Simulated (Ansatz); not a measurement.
Program: Ansatz. Geometries: PBE0-D4/def2-TZVP. ΔE: electronic, gas phase. CCSD(T)/CBS is the MP2 limit (def2-TZVPP, def2-QZVPP) plus CCSD(T) − MP2 in def2-TZVPP, frozen cores. This one scheme is used for every species. DFT in def2-TZVPP. Triplets are unrestricted, without spin–orbit coupling. For Zn outer-core shells are correlated without core-valence functions, which leaves a few kJ/mol of doubt a bond. Scalar relativity is left out up to krypton. One conformer a species, not always the lowest.

`[SiH3]O[CH2][ZnH]` → `[CH2]` (triplet) + `[SiH3][O][ZnH]`  (formal loss of a carbene)

```json
{"level": "revPBE-D4", "ΔE (kJ/mol)": "280.3"}
{"level": "PBE0-D4", "ΔE (kJ/mol)": "275.2"}
{"level": "r2SCANh-D4", "ΔE (kJ/mol)": "245.7"}
{"level": "BLYP", "ΔE (kJ/mol)": "262.4"}
{"level": "r2SCAN0", "ΔE (kJ/mol)": "239.6"}
{"level": "LC-ωPBE", "ΔE (kJ/mol)": "260.2"}
{"level": "SCS-MP2/def2-TZVPP", "ΔE (kJ/mol)": "266.2"}
{"level": "CCSD/CBS(def2)", "ΔE (kJ/mol)": "253.1"}
```

(1) What does CCSD(T)/CBS give? (An estimate is asked.)

Largest T1 diagnostic among the species: 0.016.

Answers

(1) Ansatz gave: +266.4 kJ/mol. The listed levels differ from it by 13.9, 8.8, -20.7, -4.0, -26.8, -6.2, -0.2, -13.3 kJ/mol.

From PBE to PBE0 (25 % exact exchange), in def2-TZVPP and without D4, ΔE moves by −15.2 kJ/mol. At CCSD(T), def2-SVP lies −19.2 kJ/mol from the extrapolated value and def2-TZVPP −8.6 kJ/mol. In def2-TZVPP, CCSD(T) changes the Hartree–Fock value by +146.7 kJ/mol (the triples alone add +13.3 kJ/mol) and MP2 by +153.5 kJ/mol.
